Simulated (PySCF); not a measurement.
GeF3Br, SMILES [F][Ge]([F])([F])[Br]. Atoms are numbered in the order given.

```xyz
5

F     -1.3731    -0.7928     1.2854
Ge     0.0000     0.0000     0.6525
F      1.3731    -0.7928     1.2854
F      0.0000     1.5855     1.2854
Br     0.0000     0.0000    -1.5881
```

The structure is a stationary point at PBE0-D3(BJ)/def2-SVP.

All values below come from PBE/def2-TZVP in PySCF.

The molecule is in vacuum.

- total energy: -4950.00679 hartree
- point group: C3v
- highest occupied level: -8.48 eV
- lowest empty level: -3.13 eV
- orbital gap: 5.35 eV
- dipole moment: 1.63 D
- quadrupole, principal values (traceless, Buckingham form, about the centre of nuclear charge): -1.40, -1.40, 2.81 D·Å
- mean static polarisability: 45.0 bohr³ (6.67 Å³)
- polarisability, principal values: 38.9, 38.9, 57.3 bohr³
